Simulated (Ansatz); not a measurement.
`[F][GeH2][GeH3]` + H₂O → `[OH][GeH3]` + `[F][GeH3]`  (formal hydrolysis of a Ge–Ge bond)

Program: Ansatz. Geometries: PBE0-D4/def2-TZVP. ΔE: electronic, gas phase. CCSD(T)/CBS adds triple-zeta CCSD(T) − MP2 to the extrapolated MP2 energy (def2 sets, frozen cores). This one scheme is used for every species. DFT in def2-TZVPP. B3LYP here is the variant with VWN-RPA as its local correlation; programs differ in this. For Ge outer-core shells are correlated without core-valence functions, which leaves a few kJ/mol of doubt a bond. Scalar relativity is left out up to krypton.

`[F][GeH2][GeH3]`:

Z-matrix (Å, degrees):
```
Ge
Ge 1 2.424
F 1 1.750 2 106.5
H 1 1.539 2 114.0 3 -115.9
H 1 1.539 2 114.0 3 115.9
H 2 1.537 1 109.0 3 179.5
H 2 1.534 1 109.7 3 59.9
H 2 1.534 1 109.8 3 -60.8
```

H₂O:

Cartesian coordinates in Å:
```
O 0.039 0.331 -0.201
H 0.667 -0.392 -0.139
H -0.706 0.062 0.341
```

`[OH][GeH3]`:

Z-matrix (Å, degrees):
```
Ge
O 1 1.783
H 1 1.531 2 104.3
H 1 1.541 2 109.9 3 119.6
H 1 1.541 2 109.9 3 -119.6
H 2 0.959 1 112.7 3 180.0
```

`[F][GeH3]`:

Z-matrix (Å, degrees):
```
Ge
F 1 1.742
H 1 1.533 2 106.2
H 1 1.533 2 106.3 3 120.0
H 1 1.533 2 106.2 3 -120.0
```

Q: Is it downhill or uphill in electronic energy at CCSD(T)/CBS, and by how much? (Estimate.)

A: Computed: Uphill: ΔE = +13.5 kJ/mol.

Q: What do these levels give: revPBE, B3LYP, r2SCAN0, BHLYP, MP2/def2-QZVPP, MP2/CBS(def2)? (Best estimate.)

A: Ansatz gave: revPBE 16.7, B3LYP 6.7, r2SCAN0 11.3, BHLYP 1.3, MP2/def2-QZVPP 8.5, MP2/CBS(def2) 11.5 kJ/mol.

Q: What do rigid-rotor, harmonic-oscillator terms from PBE0-D4/def2-TZVP frequencies (298.15 K, 1 bar) make of the CCSD(T)/CBS value? (Estimate.)

A: Ansatz gave: ΔZPE = -2.0 kJ/mol, ΔH = +7.4 kJ/mol, ΔS = -4 J/(mol·K), ΔG = +8.5 kJ/mol.

Largest T1 diagnostic among the species: 0.012.

At CCSD(T), def2-SVP lies −17.1 kJ/mol from the extrapolated value and def2-TZVPP −6.6 kJ/mol. From BLYP to BHLYP (50 % exact exchange), in def2-TZVPP and without D4, ΔE moves by −6.2 kJ/mol. The D4 term adds +4.1 kJ/mol with B3LYP and +2.4 kJ/mol with PBE0; it sums over pairs of atoms, weighted by their polarisabilities, and B3LYP, whose exchange is more repulsive, gets the larger term.
